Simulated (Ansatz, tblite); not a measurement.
Adding an electron: Be₃O₃⁺. Total charge 1; doublet. Geometry: PBE0-D4/def2-SVP. Ansatz, gas phase; energy differences of separate SCF runs; the reduced species is a singlet (the triplet lies 3.36 eV higher at PBE0-D4/def2-TZVP).

```xyz
6

Be    1.004    0.010    0.919
Be   -0.263    1.199   -1.068
Be   -0.759   -1.128    0.077
O    -1.069   -0.039   -0.960
O     0.268   -1.221    1.089
O     0.819    1.179   -0.058
```

The xTB rows come from tblite. HOMO above LUMO, or a gap near zero within one spin, warns that the state may not be the lowest or that an electron is smeared out. The structure comes from a short search, and lower isomers may exist.

Estimate orbital energies and vertical electron affinities at: GFN1-xTB; GFN2-xTB; PBE-D4/def2-TZVP; r2SCAN-D4/def2-TZVP; PBE0-D4/def2-TZVP.


```tsv
level	−HOMO (eV)	−LUMO (eV)	vertical EA (eV)	HOMO–LUMO gap (eV)	remarks
GFN1-xTB	–	–	14.31	–	–
GFN2-xTB	–	–	14.88	–	–
PBE-D4/def2-TZVP	12.50	12.46	8.89	0.04	gap within one spin near zero (+1 doublet)
r2SCAN-D4/def2-TZVP	12.66	12.16	8.86	0.50	–
PBE0-D4/def2-TZVP	13.90	11.28	9.03	2.63	–
```

  HOMO and LUMO are the levels of the spin that leaves or enters (xTB has no such levels and no spin-polarisation term). Other spin states of the ions may lie lower, which would lower the ionisation energy or raise the affinity. Raw xTB energy differences between charge states are shifted by several eV; the methods need an empirical correction for them.
